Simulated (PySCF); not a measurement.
C2BrClF2, SMILES F/C(Cl)=C(\F)Br.

The structure is a stationary point at TPSSh-D3(BJ)/def2-SVP.

Two levels are set side by side: PBE/def2-TZVP (PySCF) and ωB97X/def2-TZVP (PySCF). Same geometry, gas phase. Differences are taken from unrounded values.

```csv
quantity,PBE
orbital gap (eV),4.47
highest occupied level (eV),-6.08
lowest empty level (eV),-1.60
dipole moment (D),0.83
mean polarisability (bohr³),57.5
```

**Question.** These are the PBE values. What does ωB97X give? (An estimate is asked for; the answer gives what the named calculation found.)

**Answer.** 
```tsv
quantity	ωB97X	PBE minus ωB97X
orbital gap (eV)	11.38	-6.91
highest occupied level (eV)	-9.63	3.56
lowest empty level (eV)	1.75	-3.35
dipole moment (D)	0.98	-0.16
mean polarisability (bohr³)	55.2	2.2
```

PBE's occupied levels lie high since its potential decays too fast outside the molecule; exact exchange lowers them and widens the gap. PBE's more diffuse valence density responds more strongly to a field. Differences between two approximate levels are no errors against the true value.

Rough cost on one machine, each run with all the roots and properties that it gave: ωB97X against PBE within a factor of 2.
